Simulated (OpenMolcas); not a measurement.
How methods differ on C2H5BO (SMILES B1CCO1)

C2H5BO has 9 atoms, charge 0, and is taken as a singlet. As SMILES, `B1CCO1`. The shape is that of a PBE0-D4/def2-TZVP optimisation.

Each level gives the vertical energy of the triplet above the singlet (eV). The values are calculated.

```tsv
level	kind	program	value (eV)	CPU time (all runs)
HF/def2-SVP	Hartree–Fock	OpenMolcas	6.22	17 s
SVWN5/def2-SVP	LDA	OpenMolcas	5.71	72 s
BLYP/def2-SVP	GGA	OpenMolcas	5.71	2.2 min
M06-L/def2-SVP	meta-GGA	OpenMolcas	5.95	3 min
TPSS/def2-SVP	meta-GGA	OpenMolcas	5.73	3.3 min
r2SCAN/def2-SVP	meta-GGA	OpenMolcas	5.69	3 min
B3LYP/def2-SVP	global hybrid	OpenMolcas	5.94	2 min
M06-2X/def2-SVP	hybrid meta-GGA	OpenMolcas	6.20	2.9 min
```

The values span 5.69 to 6.22 eV. A triplet this far above the singlet is often a Rydberg-like or dissociative state; sets without diffuse functions put Rydberg states too high. Times are those of the runs behind each value, whatever else they computed, on shared processors of several kinds: orders of magnitude only.
